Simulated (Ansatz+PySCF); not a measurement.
Values are calculated unless marked as measured or tabulated.
## PySCF 2.14.0 run

```python
from pyscf import gto, dft

mol = gto.M(atom="""
Ti 0.000000 0.000000 0.000000
N 0.000000 0.000000 1.645280
""", basis='def2-svp', charge=0, spin=1)
mf = dft.ROKS(mol, xc='pbe0')
mf.kernel()
print(mf.converged, mf.e_tot, mf.spin_square()[0])
```

The script is written out from the run's settings.

Output:

```
Converged                       : yes
Total energy                    : -903.67771 hartree
Spin squared of the determinant : 0.750
Cycles                          : 16
```

Caution: another spin multiplicity may lie lower.
